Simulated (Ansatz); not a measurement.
Dissociation curve of SiLi (anion, charge -1), lowest triplet found (which spin is the ground state isn't settled by this scan).

Levels of theory: UKS-PBE = unrestricted PBE/aug-cc-pVDZ (Ansatz, an electronic-structure program); FCI = full CI/aug-cc-pVDZ, frozen core in Ansatz.

Energies relative to the lowest point of each curve between 2.09 and 3.22 Å, where full CI is lowest, in kcal/mol; the last columns give the error against full CI:

| R / Å | UKS-PBE | FCI | UKS-PBE − FCI |
|---|---|---|---|
| 1.70 | 59.0 | 64.4 | -5.4 |
| 1.85 | 33.3 | 36.9 | -3.6 |
| 1.99 | 17.9 | 20.6 | -2.6 |
| 2.09 | 10.7 | 12.8 | -2.1 |
| 2.17 | 6.7 | 8.4 | -1.6 |
| 2.27 | 3.3 | 4.5 | -1.2 |
| 2.34 | 1.8 | 2.6 | -0.9 |
| 2.42 | 0.7 | 1.2 | -0.6 |
| 2.48 | 0.2 | 0.5 | -0.3 |
| 2.59 | 0.0 | 0.0 | 0.0 |
| 2.69 | 0.3 | 0.1 | 0.3 |
| 2.86 | 1.7 | 1.1 | 0.6 |
| 2.98 | 2.9 | 2.2 | 0.8 |
| 3.22 | 5.8 | 4.8 | 0.9 |
| 3.52 | 9.4 | 8.4 | 0.9 |
| 3.82 | 12.6 | 11.9 | 0.8 |
| 4.25 | 16.4 | 16.1 | 0.3 |
| 4.68 | 19.2 | 19.4 | -0.1 |
| 5.21 | 21.6 | 22.4 | -0.7 |
| 6.00 | 23.5 | 25.2 | -1.6 |
| 6.97 | 24.2 | 26.9 | -2.7 |
| 8.18 | 23.9 | 27.9 | -3.9 |

UKS-PBE is furthest from FCI at 1.70 (-5.4 kcal/mol, below); its mean absolute error over the points is 1.5 kcal/mol.

The unrestricted determinant behind UKS-PBE is spin-contaminated at 1.70 to 8.18 Å (<S²> up to 2.8, against 2.00 for a pure triplet). Where the anion isn't bound against loss of the electron, the finite basis alone holds it. Also computed but left out beside FCI, since their determinant holds another spin at the minimum (<S²> over 0.7 above the pure value): UHF, UMP2, UCCSD, UCCSD(T), UCCSDT, UCCSDT(Q), UKS-CAM-B3LYP.
